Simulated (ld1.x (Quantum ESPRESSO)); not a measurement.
# An all-electron radial function and its pseudo partner (boron)

Columns: radius, all-electron u(r) and pseudo u(r) of the 2s shell (level -9.39 eV) of boron in the configuration [He] 2s2 2p1; LDA (PZ), scalar-relativistic, TM scheme, ld1.x (Quantum ESPRESSO) 7.5.

| r (bohr) | all-electron | pseudo |
| --- | --- | --- |
| 0.116 | 0.2873 | -0.0738 |
| 0.232 | 0.2852 | -0.1471 |
| 0.348 | 0.1626 | -0.2193 |
| 0.464 | -0.0002 | -0.2900 |
| 0.580 | -0.1646 | -0.3585 |
| 0.696 | -0.3128 | -0.4242 |
| 0.812 | -0.4378 | -0.4862 |
| 0.928 | -0.5380 | -0.5435 |
| 1.044 | -0.6143 | -0.5947 |
| 1.160 | -0.6689 | -0.6385 |
| 1.276 | -0.7047 | -0.6734 |
| 1.392 | -0.7245 | -0.6982 |
| 1.508 | -0.7311 | -0.7123 |
| 1.624 | -0.7271 | -0.7156 |
| 1.740 | -0.7148 | -0.7089 |
| 1.856 | -0.6960 | -0.6936 |
| 1.972 | -0.6725 | -0.6718 |
| 2.088 | -0.6454 | -0.6453 |
| 2.204 | -0.6160 | -0.6160 |
| 2.320 | -0.5852 | -0.5852 |
| 2.436 | -0.5536 | -0.5536 |
| 2.552 | -0.5219 | -0.5219 |
| 2.668 | -0.4905 | -0.4905 |
| 2.784 | -0.4597 | -0.4597 |
| 2.900 | -0.4297 | -0.4297 |
| 3.016 | -0.4009 | -0.4009 |

Problem. How many radial nodes do the two functions have?

Solution. The all-electron 2s function has n − l − 1 = 1; the pseudo-wave has 0, since the states of the same l below it are removed with the core.

Problem. At about which radius was the pseudo-wave matched?

Solution. 2.32 bohr. The columns agree to 0.0005 from 2.09 bohr on; several derivatives are matched, so the curves merge somewhat inside the radius.

Problem. Where does each function peak?

Solution. Outermost all-electron maximum near 1.51 bohr, pseudo maximum near 1.62 bohr (to the table’s step).

Problem. Is the pseudo-wave norm-conserving?

Solution. Yes: the TM scheme keeps the norm inside the radius equal to the all-electron one, which fixes the energy derivative of the logarithmic derivative at the level.
